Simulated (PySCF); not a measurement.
A small calculation by hand: dipole moment from atomic charges

Si(H)2(Cl)(vinyl) (C2H5ClSi), SMILES C=C[SiH2]Cl. Atoms are numbered in the order given.

```xyz
9

Si    -0.4072    -0.5824    -0.2358
Cl    -1.3000     1.0310     0.7118
C      1.4314    -0.5349     0.0374
C      2.2934    -0.4201    -0.9803
H     -0.6875    -0.4908    -1.6931
H     -1.0203    -1.8100     0.3371
H      1.8277    -0.6033     1.0591
H      3.3788    -0.3984    -0.8257
H      1.9521    -0.3408    -2.0199
```
Charge 0, spin multiplicity 1.

Geometry: ωB97X-D3(BJ)/def2-SVP. Other conformers were not sampled.

Charges (e) from HF/def2-TZVP (PySCF):

```json
[
 {"atom": "Si1", "IAO": "1.009", "Mulliken": "0.607"},
 {"atom": "Cl2", "IAO": "-0.377", "Mulliken": "-0.338"},
 {"atom": "C3", "IAO": "-0.472", "Mulliken": "-0.355"},
 {"atom": "C4", "IAO": "-0.225", "Mulliken": "-0.216"},
 {"atom": "H5", "IAO": "-0.178", "Mulliken": "-0.052"},
 {"atom": "H6", "IAO": "-0.179", "Mulliken": "-0.049"},
 {"atom": "H7", "IAO": "0.144", "Mulliken": "0.130"},
 {"atom": "H8", "IAO": "0.142", "Mulliken": "0.136"},
 {"atom": "H9", "IAO": "0.136", "Mulliken": "0.137"}
]
```

The dipole moment of the full density is 2.15 D.

### Question
What dipole moment does each set of point charges give, and which comes closer to that of the density?

### Answer

μ = Σ q r, and 1 e Å = 4.8032 D.
IAO: Σ q r = (0.201, -0.408, -0.302) e Å, |μ| = 2.62 D.
Mulliken: Σ q r = (0.239, -0.486, -0.365) e Å, |μ| = 3.14 D.
IAO comes closer in size. Point charges leave out the atoms' own dipoles (lone pairs, polarised bonds); fits to the potential absorb them, partitions of the density don't.
